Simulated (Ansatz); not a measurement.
Reaction (hydrogenolysis of a C–O bond): `O[SiH2]/C(O)=C\Cl` + H₂ → `O[SiH2]/C=C/Cl` + H₂O

Calculated with Ansatz (gas phase, PBE0-D4/def2-TZVP geometries, no zero-point term in ΔE). CBS: MP2 limit from def2 TZ/QZ plus the TZ coupled-cluster correction, frozen cores. This one scheme is used for every species. Double bonds are as drawn, so ΔE can hold a change between cis and trans. DFT in def2-TZVPP. B3LYP here is the variant with VWN-RPA as its local correlation; programs differ in this. Each species was taken in one conformer, which may not be the lowest.

`O[SiH2]/C(O)=C\Cl`:

Z-matrix (Å, degrees):
```
Si
C 1 1.875
O 1 1.660 2 98.3
H 1 1.484 2 113.0 3 -117.4
H 1 1.484 2 113.0 3 117.4
C 2 1.331 1 122.1 3 179.9
O 2 1.358 1 117.8 3 -0.0
H 3 0.957 1 120.4 2 179.6
Cl 6 1.726 2 119.5 1 0.0
H 6 1.082 2 125.3 1 -180.0
H 7 0.966 2 107.8 1 -0.0
```

H₂:

Z-matrix (Å, degrees):
```
H
H 1 0.746
```

`O[SiH2]/C=C/Cl`:

Cartesian coordinates in Å:
```
O -1.266 -1.290 0.701
Si -0.066 -1.152 -0.421
C 0.617 0.574 -0.447
C 0.058 1.537 0.271
Cl 0.621 3.166 0.313
H -1.007 -1.448 1.609
H 1.046 -2.101 -0.136
H -0.675 -1.488 -1.730
H 1.486 0.813 -1.056
H -0.814 1.388 0.897
```

H₂O:

Cartesian coordinates in Å:
```
O 0.256 0.104 0.274
H 0.059 0.563 -0.545
H -0.315 -0.667 0.272
```

| level | ΔE (kcal/mol) | difference from CCSD(T)/CBS |
| --- | --- | --- |
| PBE-D4 | -18.4 | 4.8 |
| r2SCAN-D4 | -19.5 | 3.7 |
| PBE0-D4 | -20.6 | 2.6 |
| B3LYP-D4 | -20.5 | 2.7 |
| ωB97X-V | -20.3 | 2.9 |
| ωB97M-V | -20.7 | 2.5 |
| B2PLYP | -22.7 | 0.5 |
| PBE | -19.6 | 3.6 |
| r2SCAN | -19.8 | 3.4 |
| PBE0 | -21.7 | 1.5 |
| B3LYP | -22.6 | 0.6 |
| HF/def2-TZVPP | -27.8 | -4.6 |
| MP2/def2-TZVPP | -23.0 | 0.2 |
| SCS-MP2/def2-TZVPP | -23.5 | -0.3 |
| CCSD/def2-TZVPP | -24.2 | -1.0 |
| CCSD(T)/def2-TZVPP | -22.8 | 0.4 |
| HF/def2-QZVPP | -27.9 | -4.7 |
| MP2/def2-QZVPP | -23.3 | -0.1 |
| SCS-MP2/def2-QZVPP | -23.8 | -0.6 |
| HF/CBS(def2) | -28.0 | -4.8 |
| MP2/CBS(def2) | -23.4 | -0.2 |
| CCSD/CBS(def2) | -24.7 | -1.5 |
| CCSD(T)/CBS | -23.2 | 0 |

Largest T1 diagnostic among the species: 0.012.

In def2-TZVPP, CCSD(T) changes the Hartree–Fock value by +5.0 kcal/mol (the triples alone add +1.5 kcal/mol) and MP2 by +4.8 kcal/mol. From PBE to PBE0 (25 % exact exchange), in def2-TZVPP and without D4, ΔE moves by −2.0 kcal/mol.
